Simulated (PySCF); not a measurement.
## Where the electron goes

Species: C₂H₈OSi.
Cartesian coordinates in Å at the PBE0-D3(BJ)/def2-SVP level; atoms count from 1:
```xyz
12
C2H8OSi angstrom
C      1.8501    0.2327    0.0057
C      0.5119   -0.4454   -0.2815
Si    -0.9685    0.5822    0.2549
O     -2.4226   -0.1354   -0.1459
H      1.9395    1.1920   -0.5287
H      2.7020   -0.3929   -0.3032
H      1.9754    0.4462    1.0795
H      0.4042   -0.6591   -1.3591
H      0.4604   -1.4246    0.2275
H     -0.9729    1.8961   -0.4491
H     -0.8709    0.8201    1.7339
H     -2.5912   -1.0049    0.2269
```

The calculation used TDDFT CAM-B3LYP/def2-SVPD, vertical, gas phase, core orbitals frozen in the response in PySCF 2.14.0, density-fitted response routines.

Kohn–Sham orbitals with the atoms that hold most of them (Löwdin shares over 4%, at most four atoms; ? is withheld):

| orbital | ε (eV) | atoms |
| --- | --- | --- |
| LUMO+2 | 2.04 | Si3 25%, O4 14%, H11 12%, H10 12% |
| LUMO+1 | 1.31 | C1 25%, Si3 14%, C2 13%, H6 9% |
| LUMO | 0.82 | O4 29%, Si3 28%, H12 17%, H11 6% |
| HOMO | ? | ? |
| HOMO-1 | -10.31 | ? |
| HOMO-2 | -11.24 | C2 21%, O4 20%, C1 20%, H8 12% |
| HOMO-3 | -11.53 | O4 34%, C1 18%, C2 16%, H5 9% |

Problem. Give the leading atoms of the HOMO-1.

Solution. Si3 (bonded to C, O and 2 H) 29%; O4 (bonded to Si and H) 21%; H10 (bonded to Si) 19%; H11 (bonded to Si) 17%. By element: hydrogen 36% or more, silicon 29%, oxygen 21%.

Problem. Which atoms hold the HOMO, and with what shares?

Solution. C2 (bonded to C, Si and 2 H) 28%; O4 (bonded to Si and H) 21%; Si3 (bonded to C, O and 2 H) 20%; C1 (bonded to C and 3 H) 8%. By element: carbon 37%, oxygen 21%, silicon 20%.

Problem. What is the HOMO energy, and the HOMO–LUMO gap?

Solution. ε(HOMO) = -9.54 eV; the gap is 10.35 eV (0.3805 hartree).

Problem. The HOMO–LUMO gap is 10.35 eV. Where does the response calculation put the lowest singlet, and from which orbitals?

Solution. S1 is at 7.04 eV (f = 0.011), 3.31 eV below the gap, made of HOMO→LUMO (86%). Without the coupling terms of the response equations the lowest excitation would equal the gap.

Problem. One configuration dominates each of S1, S2 and S5. Which, and how do the shares of the two leading atoms of either orbital change from the occupied to the empty one?

Solution. 
- S1 (7.04 eV, f 0.011), HOMO→LUMO (86%): C2 28% → at most 7%, O4 21% → 29%, Si3 20% → 28%
- S2 (7.79 eV, f 0.0056), HOMO→LUMO+1 (72%): C2 28% → 13%, O4 21% → at most 10%, C1 8% → 25%, Si3 20% → 14%
- S5 (8.61 eV, f 0.021), HOMO-1→LUMO+1 (73%): Si3 29% → 14%, O4 21% → at most 10%, C1 at most 15% → 25%

On one thread, Arm Neoverse V1 (shared host), this took 57 s.

One conformer stands for the species.
